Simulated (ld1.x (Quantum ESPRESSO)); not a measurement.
**Pb (Z = 82), TM: configuration errors across variants**

```json
{"Element": "lead (Pb)", "Generator": "ld1.x (Quantum ESPRESSO) 7.5", "Type": "norm-conserving Troullier–Martins (Kleinman–Bylander form)", "Functional": "PBEsol", "Relativity": "scalar-relativistic", "Frozen core": "[Xe] 4f14", "Valence charge": "14", "Reference configuration": "5d10 6s2 6p2", "Partial waves": "6s (bound): rc 1.80 bohr; 5d (bound): rc 1.65 bohr; 6p (bound): rc 2.85 bohr", "Local potential": "the p channel", "Core correction": "none"}
```

All-electron excitation energies from the reference (eV): (1) 5d10 6s2 6p1 6.598; (2) 5d10 6s2 6p0 20.045; (3) 5d10 6s1 6p0 52.524; (4) 5d10 6s1 6p2 16.176; (5) 5d9 6s2 6p3 19.287; (6) 5d10 6s0 6p0 95.241; (7) 5d10 6s2 6p2.3 -0.804.

Tests that are not counted but printed errors over 1 eV. “wave 6s (bound): rc 1.80 bohr becomes 6s (bound): rc 1.18 bohr”: 5d9 6s2 6p3 (solver errors, printed error -1442 eV).

Errors AE − PS in meV (a dash: test not solved or not reliable):

| change | (1) | (2) | (3) | (4) | (5) | (6) | (7) | bound ghosts |
| --- | --- | --- | --- | --- | --- | --- | --- | --- |
| base | -2.9 | -15 | -34 | -0.5 | -174 | -80 | +0.4 | none |
| wave 6s (bound): rc 1.80 bohr becomes 6s (bound): rc 1.18 bohr | -4.2 | -24 | -22 | +15 | – | +273 | +0.4 | none |
| wave 6s (bound): rc 1.80 bohr becomes 6s (bound): rc 1.38 bohr | -3.3 | -18 | -4.0 | +32 | -147 | +178 | +0.4 | none |
| wave 6s (bound): rc 1.80 bohr becomes 6s (bound): rc 1.58 bohr | -3.1 | -16 | -27 | +0.8 | -158 | -66 | +0.4 | none |
| wave 6s (bound): rc 1.80 bohr becomes 6s (bound): rc 1.98 bohr | -2.9 | -15 | -36 | -0.8 | -178 | -83 | +0.4 | none |
| wave 6s (bound): rc 1.80 bohr becomes 6s (bound): rc 2.14 bohr | -2.9 | -15 | -35 | -0.9 | -176 | -83 | +0.4 | none |
| wave 6s (bound): rc 1.80 bohr becomes 6s (bound): rc 2.32 bohr | -3.0 | -15 | -34 | -1.7 | -169 | -90 | +0.4 | none |
| wave 6s (bound): rc 1.80 bohr becomes 6s (bound): rc 2.52 bohr | -3.0 | -15 | -34 | -4.4 | -158 | -114 | +0.4 | none |
| wave 6s (bound): rc 1.80 bohr becomes 6s (bound): rc 2.64 bohr | -3.0 | -14 | -35 | -7.9 | -149 | -145 | +0.4 | none |

Give the same row for: wave 6s (bound): rc 1.80 bohr becomes 6s (bound): rc 1.72 bohr.

-3.0, -15, -32, 0.0, -168, -75, +0.4; bound ghosts: none.
